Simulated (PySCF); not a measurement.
SiFCl₂Br, SMILES Cl[Si](Br)(F)Cl. The structure is a stationary point at PBE-D3(BJ)/def2-SVP.

Computed equilibrium geometry at PBE-D3(BJ)/def2-SVP (PySCF confirms it by a frequency run) as bond lengths and angles, and its point group:
point group Cs.
Atoms: F1 Si2 Cl3 Cl4 Br5. Bond lengths (Å): F1–Si2 1.621, Si2–Cl3 2.046, Si2–Cl4 2.046, Si2–Br5 2.202. Angles (°): F1–Si2–Cl3 108.1, F1–Si2–Cl4 108.1, F1–Si2–Br5 108.5, Cl3–Si2–Cl4 110.3, Cl3–Si2–Br5 110.8, Cl4–Si2–Br5 110.8.
